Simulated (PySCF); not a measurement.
# What a mistake does to a calculation on B2GeH4N

Calculated results; nothing here was measured. They come from PySCF 2.14.0, an open-source quantum chemistry program, on an isolated molecule that a program drew, which may never have been made. The molecule is B2GeH4N (charge 0, doublet), drawn as the SMILES string `BB=[N][GeH2]`.

Each row is a Hartree-Fock (HF) and frozen-core CCSD(T) single point in the cc-pVDZ basis, meant for a local HF minimum. Run 1 is clean. Each other run has one planted mistake out of seven kinds, and not every kind appears here: one electron removed, one electron added, multiplicity raised by two, geometry at a saddle point, minimal basis STO-3G, one bond length entered in bohr, all coordinates scaled. The reference is restricted for singlets and unrestricted otherwise, and also for a bond in bohr. Adding or removing an electron swaps singlet and doublet. Electrons count all cores. HOMO and LUMO are orbital energies over both spins, the gradient is its largest component, and the lowest frequency (negative if imaginary) is given only where the gradient is small. Bond lengths are over the 7 bonds as drawn. T1 is the CCSD diagnostic: over 0.02 (restricted) or 0.045 (unrestricted) a single reference is doubtful. Germanium has the cc-pVDZ-PP basis, with a core potential (ECP10MDF) in place of its 10 inner electrons, and its 3s, 3p and 3d shells are frozen in CCSD(T).

Geometry of the clean run:
```xyz
8
B2GeH4N, angstrom
B    -1.0306    1.3214   -0.0411
B     0.1140    0.0771   -0.1135
N     0.9488   -0.8466   -0.1799
Ge    2.2571   -2.0984   -0.1185
H    -0.8900    2.3182   -0.6882
H    -1.9966    1.2212    0.6582
H     3.0044   -2.1208   -1.4600
H     1.6376   -3.4679    0.1970
```

| run | electrons | basis functions | <S^2> | HOMO (eV) | LUMO (eV) | gradient (hartree/bohr) | lowest frequency (cm^-1) | mean bond (Å) | longest bond (Å) | T1 | HF (hartree) | CCSD(T) (hartree) | mistake |
|---|---|---|---|---|---|---|---|---|---|---|---|---|---|
| 1 | 53 | 85 | 0.762 | -8.43 | 0.60 | 2.9e-05 | 66 | 1.4594 | 1.812 | 0.0195 | -399.49442 | -399.94692 | no fault |
| 2 | 53 | 85 | 1.215 | -8.13 | 0.05 | 6.9e-02 | - | 1.6897 | 3.424 | 0.0676 | -399.37570 | -399.80116 | one bond length entered in bohr |
| 3 | 53 | 85 | 0.761 | -8.22 | 0.71 | 8.4e-02 | - | 1.3704 | 1.701 | 0.0181 | -399.45901 | -399.90013 | all coordinates scaled |
| 4 | 52 | 85 | 0.000 | -16.58 | -6.71 | 7.9e-02 | - | 1.4594 | 1.812 | 0.0184 | -399.21490 | -399.65781 | one electron removed |
| 5 | 54 | 85 | 0.000 | -0.79 | 4.86 | 5.0e-02 | - | 1.4594 | 1.812 | 0.0477 | -399.48648 | -399.98738 | one electron added |
| 6 | 53 | 85 | 0.816 | -6.75 | 0.93 | 5.7e-05 | -924 | 1.4451 | 1.779 | 0.0237 | -399.47504 | -399.93220 | ? |

**Which mistake was planted in run 6, and what did it cost?**

The gradient is small, so the point is stationary, but the lowest frequency is imaginary (-924 cm^-1). So the mistake is: geometry at a saddle point. Subtracting run 1 and multiplying by 627.51 kcal/mol a hartree, the energy moved by 12.2 kcal/mol in HF and 9.2 kcal/mol in CCSD(T).

Cautions from the logs. Run 2: T1 is over the limit, so its CCSD(T) energy is less reliable; run 5: T1 is over the limit, so its CCSD(T) energy is less reliable.
